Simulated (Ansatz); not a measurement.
The cluster Ni₃. Total charge 0; quintet. Geometry PBE0-D4/def2-TZVP; atoms count from 1.

Cartesian coordinates in Å:
```
Ni -0.8325 0.0581 1.1928
Ni -0.3667 0.7446 -1.0016
Ni 1.1992 -0.8027 -0.1912
```

The structure comes from a short search, and lower isomers may exist.

**Question.** Estimate the Mulliken populations from the PBE0/def2-TZVP orbitals of Ansatz.

**Answer.** 
```csv
atom,charge (e),spin (α − β),d electrons
Ni1,-0.08,1.50,8.88
Ni2,0.15,1.01,8.93
Ni3,-0.08,1.50,8.88
```
Mulliken values depend strongly on the basis.

**Question.** Where does the spin sit?

**Answer.** Summed by element: Ni 4.00, of 4 unpaired in all. Largest on single atoms: Ni1 1.50, Ni3 1.50, Ni2 1.01.

**Question.** And the Mayer bond orders between heavy atoms (over 0.3)?

**Answer.** Ni1–Ni2 0.68 (2.35 Å); Ni1–Ni3 0.43 (2.60 Å); Ni2–Ni3 0.68 (2.35 Å).
